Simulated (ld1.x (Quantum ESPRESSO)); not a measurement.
**bromine: one change to a PAW potential, before and after**

| Quantity | Value |
| --- | --- |
| Element | Br |
| Generator | ld1.x (Quantum ESPRESSO) 7.5 |
| Type | PAW |
| Functional | LDA (PZ) |
| Relativity | scalar-relativistic |
| Frozen core | [Ar] |
| Valence charge | 17 |
| Reference configuration | 3d10 4s1 4p6 |
| Partial waves | 4s (bound): rcut 1.05, rcutus 1.45 bohr; 4s channel at 3.3 Ry: rcut 1.05, rcutus 1.45 bohr; 4p (bound): rcut 1.70, rcutus 1.90 bohr; 4p channel at 3.95 Ry: rcut 1.70, rcutus 1.90 bohr; 3d (bound): rcut 0.80, rcutus 0.90 bohr; 3d channel at 0.05 Ry: rcut 0.80, rcutus 0.90 bohr; 4f channel at -0.15 Ry: rcut 1.05, rcutus 1.45 bohr; 4f channel at 1.3 Ry: rcut 1.05, rcutus 1.45 bohr |
| Local potential | all-electron potential smoothed inside 1.90 bohr (lloc = -1) |
| Core correction | Bessel-smoothed model core inside 0.70 bohr |
| Augmentation charge | BESSEL, radius 0.60 bohr |

Change: all radii but the core radius scaled by about 0.89 (s 1.30, p 1.70, d 0.80, f 1.30 bohr, rcut 0.94/1.52/0.72/0.94); local potential all-electron potential smoothed inside 1.70 bohr (lloc = -1); augmentation BESSEL, radius 0.54 bohr.

Cutoffs: the cutoffs (Ry, on a coarse ladder) from which the occupation-weighted sum of valence levels, in a spherical-Bessel basis at the reference potential, stays within 10 and 1 mRy of its value at 400 Ry; they do not see the model core or the augmentation charge, which bear on the density cutoff. Errors are all-electron minus pseudo energies relative to the spin-unpolarised reference configuration.

Task: Predict the effect on cutoff, ghosts and configuration errors.

Result: Of the 9 tests that both files solve, the error grows in 3 and shrinks in 2 by more than 15 % and 0.3 meV (median size 1.2 → 1.3 meV); neither file shows a bound ghost.

```tsv
quantity	base	changed
cutoff, loose	200 Ry	260 Ry
cutoff, tight	over 300 Ry	over 300 Ry
loose cutoff by channel (10 mRy a level)	s 15 Ry, p 12 Ry, d 120 Ry	s 21 Ry, p 12 Ry, d 160 Ry
bound ghosts	none	none
error for 3d10 4s2 4p5, meV [ΔE -12.42 eV]	+1.2	+1.2
error for 3d10 4s2 4p4, meV [ΔE 0.29 eV]	+0.6	-0.2
error for 3d10 4s2 4p3, meV [ΔE 23.23 eV]	+1.1	-1.5
error for 3d10 4s2 4p5.3, meV [ΔE -14.43 eV]	+1.4	+1.4
error for 3d10 4s2 4p4.5, meV [ΔE -7.27 eV]	+0.9	+0.6
error for 3d9 4s2 4p5, meV [ΔE 66.32 eV]	-255	-330
error for 3d10 4s1 4p5, meV [ΔE 13.33 eV]	-1.6	-2.1
error for 3d10 4s1 4p6 (spin-polarised), meV [ΔE -0.22 eV]	+0.1	-0.2
error for 3d10 4s2 4p5 (spin-polarised), meV [ΔE -12.57 eV]	+1.4	+1.3
lowest overlap eigenvalue by channel	s 0.44, p 0.56, d 0.67, f 0.82	s 0.52, p 0.59, d 1.00, f 0.94
```
